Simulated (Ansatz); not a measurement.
C₆H₇In, SMILES `[InH2][c]1ccccc1`, 14 atoms. Total charge 0; spin multiplicity 1. Correlated methods include outer-core shells of In, which these sets cover unevenly. In: def2 effective core potential. All runs use 4 threads of an Arm Neoverse V2 on a shared host. Correlated methods freeze the cores.

Task: How many basis functions does each run have, and how long does it take in Ansatz? RHF-MP2/def2-QZVPP energy; RHF-MP2/def2-TZVPP energy; direct RPA on PBE orbitals/def2-TZVPP energy; RKS CAM-B3LYP-D4/def2-TZVPP energy; RKS PBE0-D4/def2-QZVPP energy; RKS B97M-V/def2-TZVPP energy; RKS BHLYP-D4/def2-TZVPP energy; RHF-CCSD(T)/def2-SVP energy; RKS ωB97M-V/def2-SVP energy; RKS PBE0-D4/def2-TZVP frequencies; RKS ωB97M-V/def2-QZVPP energy; RKS PBE-QIDH (frozen core)/def2-TZVPP energy. (Estimate.)

Result: Ansatz gave: Other jobs shared the machine, so times are rough.

```tsv
level	job	functions	wall time	peak host memory (GiB)
RKS BHLYP-D4/def2-TZVPP	energy	334	7 s	1.3
RKS CAM-B3LYP-D4/def2-TZVPP	energy	334	7.5 s	1.4
RKS ωB97M-V/def2-SVP	energy	145	8 s	0.75
RHF-MP2/def2-TZVPP	energy	334	11 s	1.3
direct RPA on PBE orbitals/def2-TZVPP	energy	334	14 s	1.4
RKS PBE-QIDH (frozen core)/def2-TZVPP	energy	334	16 s	1.4
RKS B97M-V/def2-TZVPP	energy	334	19 s	0.7
RKS PBE0-D4/def2-QZVPP	energy	634	19 s	2.9
RHF-CCSD(T)/def2-SVP	energy	145	37 s	1.4
RKS ωB97M-V/def2-QZVPP	energy	634	39 s	3.6
RHF-MP2/def2-QZVPP	energy	634	67 s	6.4
RKS PBE0-D4/def2-TZVP	frequencies	278	8 min	1.2
```
